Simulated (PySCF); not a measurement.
Molfile (atoms numbered from 1):
```
C8H13F
     RDKit          3D

 22 23  0  0  0  0  0  0  0  0999 V2000
   -3.0931    1.5748   -0.1207 F   0  0  0  0  0  0  0  0  0  0  0  0
   -1.7270    1.4854   -0.2540 C   0  0  0  0  0  0  0  0  0  0  0  0
   -1.2374    0.1480    0.2261 C   0  0  1  0  0  0  0  0  0  0  0  0
   -1.5406   -1.1175   -0.5972 C   0  0  0  0  0  0  0  0  0  0  0  0
   -0.1328   -1.6307   -0.2446 C   0  0  0  0  0  0  0  0  0  0  0  0
    0.2637   -0.1815    0.1090 C   0  0  0  0  0  0  0  0  0  0  0  0
    1.3323    0.0912    1.1767 C   0  0  0  0  0  0  0  0  0  0  0  0
    2.3566    0.2826    0.0417 C   0  0  0  0  0  0  0  0  0  0  0  0
    1.1783    0.5225   -0.9207 C   0  0  0  0  0  0  0  0  0  0  0  0
   -1.2660    2.3035    0.3287 H   0  0  0  0  0  0  0  0  0  0  0  0
   -1.4741    1.6367   -1.3181 H   0  0  0  0  0  0  0  0  0  0  0  0
   -1.5586    0.0088    1.2728 H   0  0  0  0  0  0  0  0  0  0  0  0
   -2.4058   -1.7283   -0.3037 H   0  0  0  0  0  0  0  0  0  0  0  0
   -1.6295   -0.8789   -1.6691 H   0  0  0  0  0  0  0  0  0  0  0  0
   -0.1435   -2.2674    0.6541 H   0  0  0  0  0  0  0  0  0  0  0  0
    0.4464   -2.1402   -1.0304 H   0  0  0  0  0  0  0  0  0  0  0  0
    1.5134   -0.6991    1.9220 H   0  0  0  0  0  0  0  0  0  0  0  0
    1.1329    1.0364    1.7074 H   0  0  0  0  0  0  0  0  0  0  0  0
    2.8819   -0.6562   -0.1893 H   0  0  0  0  0  0  0  0  0  0  0  0
    3.1039    1.0826    0.1465 H   0  0  0  0  0  0  0  0  0  0  0  0
    1.2311    0.0958   -1.9347 H   0  0  0  0  0  0  0  0  0  0  0  0
    0.9501    1.5967   -1.0061 H   0  0  0  0  0  0  0  0  0  0  0  0
  1  2  1  0
  2  3  1  0
  3  4  1  0
  4  5  1  0
  5  6  1  0
  6  7  1  0
  7  8  1  0
  8  9  1  0
  6  3  1  0
  9  6  1  0
  2 10  1  0
  2 11  1  0
  3 12  1  1
  4 13  1  0
  4 14  1  0
  5 15  1  0
  5 16  1  0
  7 17  1  0
  7 18  1  0
  8 19  1  0
  8 20  1  0
  9 21  1  0
  9 22  1  0
M  END
```

Geometry: PBE0-D3(BJ)/def2-SVP; GIAO absolute shieldings from PySCF, gas phase, non-relativistic, averaged over equivalent atoms.

At PBE0/pcSseg-1 (218 basis functions, 37 s wall time on 1 thread of an Arm Neoverse V2, shared host):
```csv
atoms,σ (ppm)
F1,431.9
C2,97.3
C6,141.9
C3,142.4
C5,149.2
C7,149.5
C9,154.2
C4,159.7
C8,166.1
H10,26.71
H11,27.10
H12,29.23
H13,29.26
H16,29.36
H18,29.38
H15,29.42
H19,29.42
H22,29.52
H17,29.70
H21,29.70
H20,29.70
H14,29.74
```

**Question.** Estimate the result of repeating the calculation with PBE/pcSseg-1.

**Answer.** 
```tsv
atoms	σ at PBE/pcSseg-1	change
F1	419.2	-12.7
C2	89.3	-8.0
C6	134.5	-7.4
C3	135.4	-7.0
C5	142.8	-6.4
C7	143.4	-6.1
C9	148.3	-5.9
C4	154.0	-5.7
C8	160.6	-5.5
H10	26.42	-0.29
H11	26.84	-0.26
H12	29.12	-0.11
H13	29.15	-0.11
H16	29.22	-0.14
H18	29.23	-0.15
H15	29.32	-0.10
H19	29.31	-0.11
H22	29.35	-0.17
H17	29.58	-0.12
H21	29.56	-0.14
H20	29.59	-0.11
H14	29.65	-0.09
```

The largest change is at F1 (fluorine on an sp3 carbon). Cost: 218 basis functions, 50 s wall time on 1 thread of an Arm Neoverse V2, shared host. The order of the carbon signals is the same at both levels.
